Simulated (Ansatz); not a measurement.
F2S2W (`[F][W]([F])(=[S])=[S]`). Total charge 0; spin multiplicity 1. W takes the def2 core potential. All single points use the PBE0-D4/def2-TZVP geometry.

```xyz
5

F     1.109   -1.346    0.738
W     0.004   -0.023    0.088
F    -1.010    0.785    1.396
S     1.185    1.445   -0.865
S    -1.287   -0.862   -1.357
```

Problem. What is the dipole moment at PBE/def2-TZVPP? (Estimate.)

Solution. Ansatz gave: 0.67 D, with components (0.03, -0.17, 0.65) D in this frame, pointing from negative to positive charge.

Problem. And with r2SCAN, B3LYP, ωB97M-V? (An estimate is asked.)

Solution. The calculation gave: r2SCAN 0.70 D, B3LYP 0.50 D, ωB97M-V 0.56 D.

Problem. Give the Mulliken charges with PBE, B3LYP, ωB97M-V in def2-TZVPP. (Estimate.)

Solution. Ansatz gave: 
```csv
atom,PBE,B3LYP,ωB97M-V
F1,-0.23,-0.29,-0.28
W2,0.80,0.94,0.87
F3,-0.23,-0.29,-0.28
S4,-0.17,-0.18,-0.16
S5,-0.17,-0.18,-0.16
```

B3LYP here is the variant with VWN-RPA as its local correlation; programs differ in this.
